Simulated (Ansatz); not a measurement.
Species: AlBr3, SMILES `[Br][Al]([Br])[Br]` (charge 0, multiplicity 1), formula AlBr₃.

Q: How many basis functions does frozen-core CCSD(T)/cc-pVTZ // B3LYP-D3(BJ)/def2-TZVP run with Ansatz (a first-principles code) use, how many core orbitals are frozen, and how many electrons are correlated?

A: 163 basis functions and 32 frozen orbitals, which leaves 54 correlated electrons (filled d shells below the valence shell are correlated). Core time is of the order of minutes.
